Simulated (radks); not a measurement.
Results of a calculation; reference values are marked as such.
Removal energies from the gold ion Au13+, [Kr] 4d10 4f14 5s2 5p(1/2: 2, 3/2: 2), by Delta-SCF beside the eigenvalue of the level emptied. Level of theory: Dirac Kohn-Sham, BLYP, spin-unpolarised, spherical densities, finite nucleus; Fermi nuclear charge, rms radius of each element as measured or else 0.836 A^(1/3) + 0.57 fm (a radial shooting solver on a logarithmic mesh with Libxc functionals). Sub-shells are occupied by j as written (lower j first in brackets).

| removed from | final configuration | Delta-SCF (eV) | -eigenvalue (eV) |
|---|---|---|---|
| 5p3/2 | [Kr] 4d10 4f14 5s2 5p(1/2: 2, 3/2: 1) | 292.37 | 280.90 |
| 5p1/2 | [Kr] 4d10 4f14 5s2 5p(1/2: 1, 3/2: 2) | 314.33 | 302.14 |
| 4f7/2 | [Kr] 4d10 4f(5/2: 6, 7/2: 7) 5s2 5p(1/2: 2, 3/2: 2) | 345.41 | 326.01 |
| 4f5/2 | [Kr] 4d10 4f(5/2: 5, 7/2: 8) 5s2 5p(1/2: 2, 3/2: 2) | 349.50 | 329.96 |
